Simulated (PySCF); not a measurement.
# Optical rotation: `C[C@@H](F)O[C@H]1CO1`, C₄H₇FO₂

Geometry:
```tsv
atom	x (Å)	y (Å)	z (Å)
C1	-2.067	0.881	0.113
C2	-1.020	-0.081	-0.366
F3	-1.145	-0.259	-1.726
O4	0.231	0.443	-0.087
C5	1.274	-0.428	-0.306
C6	2.403	-0.366	0.607
O7	1.459	-1.427	0.651
H8	-1.909	1.855	-0.371
H9	-3.067	0.507	-0.142
H10	-1.994	1.007	1.202
H11	-1.121	-1.083	0.091
H12	1.381	-0.749	-1.351
H13	2.346	0.349	1.436
H14	3.410	-0.635	0.266
```

Theory: TDDFT CAM-B3LYP/aug-cc-pVDZ circular dichroism and optical rotation, one conformer, gas phase in PySCF 2.14.0. Geometry: PBE0-D3(BJ)/def2-SVP.

The molecule is flexible and this is one conformer; a measurement averages over conformers.

Stereocentres: C2 R, C5 S.

Q: Give the optical rotatory dispersion at 633, 589.3, 546, 436, 405, 365, 355 nm.

A: [α] in deg dm⁻¹ (g/mL)⁻¹:
| λ (nm) | origin-invariant length gauge | modified velocity gauge | length gauge (centre of mass) | isotropic polarisability (au) |
| --- | --- | --- | --- | --- |
| 633 | -162.6 | -158.9 | -162.0 | 58.7 |
| 589.3 | -189.0 | -184.6 | -188.3 | 58.9 |
| 546 | -222.2 | -217.0 | -221.4 | 59.1 |
| 436 | -361.7 | -352.9 | -360.4 | 59.9 |
| 405 | -426.1 | -415.6 | -424.6 | 60.3 |
| 365 | -539.5 | -525.8 | -537.5 | 60.9 |
| 355 | -575.2 | -560.5 | -573.1 | 61.1 |

Q: And for the mirror image at 589.3 nm?

A: +189.0 deg dm⁻¹ (g/mL)⁻¹ (origin-invariant length gauge): the same size and the opposite sign.

Q: What is the molar rotation [Φ] = [α]·M/100 of the geometry above at 589.3 nm?

A: With M = 106.10 g/mol, -200.5 deg cm² dmol⁻¹ (origin-invariant length gauge).

The first excitation lies at 7.66 eV (162 nm) with R = -1.0 × 10⁻⁴⁰ esu² cm² (velocity form).
